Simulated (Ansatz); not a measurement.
`O[SiH](F)[AlH2]` + `N[SiH2]F` → `O[SiH](F)N[SiH2]F` + `[AlH3]`  (cleavage of the Si–Al bond)

Calculated with Ansatz (gas phase, PBE0-D4/def2-TZVP geometries, no zero-point term in ΔE). CCSD(T)/CBS adds triple-zeta CCSD(T) − MP2 to the extrapolated MP2 energy (def2 sets, frozen cores). This one scheme is used for every species. DFT in def2-TZVPP. B3LYP here is the variant with VWN-RPA as its local correlation; programs differ in this. Each species was taken in one conformer, which may not be the lowest.

`O[SiH](F)[AlH2]`:

Cartesian coordinates in Å:
```
O 1.777 -0.039 -0.058
Si 0.303 0.622 -0.374
F 0.192 2.065 0.332
Al -1.329 -0.960 0.596
H 2.551 0.339 -0.480
H 0.206 0.931 -1.832
H -1.580 -0.996 2.163
H -2.121 -1.962 -0.349
```

`N[SiH2]F`:

```xyz
7

N     0.065    0.992   -0.329
Si   -0.126   -0.631    0.123
F     0.844   -1.113    1.307
H    -0.317    1.746    0.218
H     0.831    1.299   -0.905
H     0.207   -1.480   -1.042
H    -1.503   -0.814    0.629
```

`O[SiH](F)N[SiH2]F`:

```xyz
11

O    -0.959   -1.611    1.709
Si   -0.451   -1.262    0.201
F    -1.489   -2.030   -0.722
N    -0.467    0.418   -0.124
Si    0.782    1.390   -0.777
F     1.647    2.083    0.379
H    -0.543   -1.151    2.439
H     0.903   -1.761   -0.105
H    -1.322    0.905    0.117
H     0.194    2.491   -1.569
H     1.704    0.530   -1.547
```

`[AlH3]`:

```xyz
4

Al    0.000    0.000    0.000
H     1.399   -0.746    0.036
H    -0.135    1.463    0.598
H    -1.265   -0.717   -0.634
```

```json
{"level": "LDA (SPW92)", "ΔE (kJ/mol)": "-78.5", "difference from CCSD(T)/CBS": "15.3"}
{"level": "revPBE-D4", "ΔE (kJ/mol)": "-75.5", "difference from CCSD(T)/CBS": "18.3"}
{"level": "PBE0-D4", "ΔE (kJ/mol)": "-80.3", "difference from CCSD(T)/CBS": "13.5"}
{"level": "B3LYP-D4", "ΔE (kJ/mol)": "-89.5", "difference from CCSD(T)/CBS": "4.3"}
{"level": "r2SCAN0-D4", "ΔE (kJ/mol)": "-94.9", "difference from CCSD(T)/CBS": "-1.1"}
{"level": "BHLYP-D4", "ΔE (kJ/mol)": "-98.7", "difference from CCSD(T)/CBS": "-4.9"}
{"level": "CAM-B3LYP-D4", "ΔE (kJ/mol)": "-94.4", "difference from CCSD(T)/CBS": "-0.6"}
{"level": "PBE", "ΔE (kJ/mol)": "-67.2", "difference from CCSD(T)/CBS": "26.6"}
{"level": "BLYP", "ΔE (kJ/mol)": "-75.0", "difference from CCSD(T)/CBS": "18.8"}
{"level": "PBE0", "ΔE (kJ/mol)": "-76.6", "difference from CCSD(T)/CBS": "17.2"}
{"level": "BHLYP", "ΔE (kJ/mol)": "-94.4", "difference from CCSD(T)/CBS": "-0.6"}
{"level": "CAM-B3LYP", "ΔE (kJ/mol)": "-90.7", "difference from CCSD(T)/CBS": "3.1"}
{"level": "RPA@PBE/def2-TZVPP", "ΔE (kJ/mol)": "-94.3", "difference from CCSD(T)/CBS": "-0.5"}
{"level": "MP2/def2-SVP", "ΔE (kJ/mol)": "-103.2", "difference from CCSD(T)/CBS": "-9.4"}
{"level": "CCSD/def2-SVP", "ΔE (kJ/mol)": "-95.8", "difference from CCSD(T)/CBS": "-2.0"}
{"level": "SCS-MP2/def2-QZVPP", "ΔE (kJ/mol)": "-100.7", "difference from CCSD(T)/CBS": "-6.9"}
{"level": "CCSD(T)/CBS", "ΔE (kJ/mol)": "-93.8", "difference from CCSD(T)/CBS": "0"}
```

Largest T1 diagnostic among the species: 0.012.

From BLYP to BHLYP (50 % exact exchange), in def2-TZVPP and without D4, ΔE moves by −19.4 kJ/mol. Leaving LDA and LC-ωPBE aside and taking each functional with its dispersion term where it has one, the values, not all of them listed here, spread over 33.8 kJ/mol, from B97M-V to PBE-D4. LDA lies −11.3 kJ/mol from PBE without D4. The D4 term adds −6.5 kJ/mol with B3LYP and −3.7 kJ/mol with PBE0; it sums over pairs of atoms, weighted by their polarisabilities, and B3LYP, whose exchange is more repulsive, gets the larger term.
